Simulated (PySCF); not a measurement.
Point-charge models of `CCN[SiH2]F` against its computed dipole.

Coordinates (GFN2-xTB, Å) and charges (e) from the PBE0/pcSseg-1 density (PySCF):

```json
{"atom": "C1", "x": "-1.726", "y": "-0.172", "z": "-0.043", "Mulliken": "-0.2881", "IAO": "-0.4313", "Hirshfeld": "-0.1250", "ESP-fitted": "-0.3658"}
{"atom": "C2", "x": "-0.569", "y": "0.720", "z": "0.400", "Mulliken": "-0.0624", "IAO": "-0.1374", "Hirshfeld": "-0.0176", "ESP-fitted": "+0.4179"}
{"atom": "N3", "x": "0.658", "y": "-0.010", "z": "0.635", "Mulliken": "-0.6685", "IAO": "-0.6872", "Hirshfeld": "-0.2442", "ESP-fitted": "-0.8638"}
{"atom": "Si4", "x": "1.806", "y": "-0.384", "z": "-0.577", "Mulliken": "+0.9877", "IAO": "+1.1861", "Hirshfeld": "+0.4434", "ESP-fitted": "+0.7166"}
{"atom": "F5", "x": "2.066", "y": "1.008", "z": "-1.341", "Mulliken": "-0.4381", "IAO": "-0.5467", "Hirshfeld": "-0.2093", "ESP-fitted": "-0.2925"}
{"atom": "H6", "x": "-1.473", "y": "-0.678", "z": "-0.972", "Mulliken": "+0.1155", "IAO": "+0.1398", "Hirshfeld": "+0.0383", "ESP-fitted": "+0.1067"}
{"atom": "H7", "x": "-2.622", "y": "0.422", "z": "-0.200", "Mulliken": "+0.1123", "IAO": "+0.1424", "Hirshfeld": "+0.0437", "ESP-fitted": "+0.0728"}
{"atom": "H8", "x": "-1.937", "y": "-0.925", "z": "0.714", "Mulliken": "+0.1014", "IAO": "+0.1344", "Hirshfeld": "+0.0367", "ESP-fitted": "+0.0838"}
{"atom": "H9", "x": "-0.365", "y": "1.467", "z": "-0.370", "Mulliken": "+0.1266", "IAO": "+0.1459", "Hirshfeld": "+0.0439", "ESP-fitted": "+0.0066"}
{"atom": "H10", "x": "-0.844", "y": "1.246", "z": "1.321", "Mulliken": "+0.1212", "IAO": "+0.1373", "Hirshfeld": "+0.0410", "ESP-fitted": "-0.0185"}
{"atom": "H11", "x": "0.563", "y": "-0.657", "z": "1.404", "Mulliken": "+0.1924", "IAO": "+0.2564", "Hirshfeld": "+0.1157", "ESP-fitted": "+0.3807"}
{"atom": "H12", "x": "3.030", "y": "-0.763", "z": "0.105", "Mulliken": "-0.1431", "IAO": "-0.1559", "Hirshfeld": "-0.0785", "ESP-fitted": "-0.1143"}
{"atom": "H13", "x": "1.406", "y": "-1.273", "z": "-1.666", "Mulliken": "-0.1571", "IAO": "-0.1838", "Hirshfeld": "-0.0885", "ESP-fitted": "-0.1302"}
```

Task: Form Σ q r in debye for every column and set it beside the full dipole.

Result: The full density gives (-1.43, -1.55, 1.30) D, 2.48 D in size; dipole vectors point from the negative to the positive end.

```csv
scheme,μx,μy,μz,size (D),share of the full size (%),angle to the full dipole (°)
Mulliken,-1.85,-1.99,0.71,2.80,113,17
IAO,-1.02,-2.94,1.37,3.40,137,22
Hirshfeld,-0.75,-0.96,0.90,1.51,61,6
ESP-fitted,-1.43,-1.57,1.28,2.48,100,1
```

Task: Which set comes closest?

Result: Length of the difference vector: ESP-fitted 0.02 D, Mulliken 0.84 D, Hirshfeld 0.99 D, IAO 1.46 D. Closest: ESP-fitted. 

Task: What is left for the Hirshfeld atoms' own dipoles?

Result: The shares of the density sum to the whole, so what Σ q r misses lies in dipoles about the nuclei. The atomic dipoles sum to (-1.43, -1.55, 1.30) − (-0.75, -0.96, 0.90) = (-0.68, -0.59, 0.40) D, 0.99 D in size.

Task: With the origin at the mean of the coordinates, (0.000, 0.000, -0.045) Å, which are the largest single terms, by size, of the IAO dipole along the direction of the full one?

Result: F5 +6.58, Si4 -6.18, C1 -2.29, H8 +1.35, H11 +1.04 D; all 13 atoms together +3.15 D. The single terms depend on the origin, their sum doesn't.

Task: Give the size of the full dipole in other units.

Result: 2.48 D = 0.975 au = 0.516 e·Å = 8.26 × 10⁻³⁰ C·m.

Isolated species at its GFN2-xTB geometry (one conformer only).

These values come from a run that also computed NMR shieldings. Time: 14 s of wall time (with the writing of density and orbital grids); peak memory 0.62 GiB. Hardware: Arm Neoverse V2, one thread, no GPU, shared host with 96 logical CPUs at a one-minute load of 39.

Shape of the structure used: `[CH3:1][CH2:2][NH:3][SiH2:4][F:5]`: C1–C2–N3–Si4 86°, C2–N3–Si4–F5 49°.
